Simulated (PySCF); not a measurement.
HgCl2, SMILES [Cl][Hg][Cl].

Geometry optimised at B3LYP-D3(BJ)/def2-TZVP. The isomer is the one that the SMILES or the coordinates give; other isomers of the formula were not compared. The def2 effective core potentials stand for the cores of Hg; spin–orbit coupling is left out.

Computed with ωB97X/def2-TZVPD (PySCF).

Gas-phase values at a fixed geometry.

Question: Estimate the frontier levels, gap, dipole moment and polarisability. (The exact figures need the calculation; the answer reports its results.)

Answer: 
The highest occupied level is -11.38 eV. The lowest empty level comes out as -0.48 eV and the orbital gap comes out as 10.90 eV. The dipole moment is 0.00 D and the quadrupole, principal values (traceless, Buckingham form, about the centre of nuclear charge) is -10.63, 5.31, 5.31 D·Å. The mean static polarisability comes out as 60.5 bohr³ (8.97 Å³) and the polarisability, principal values is 44.8, 44.8, 91.9 bohr³.
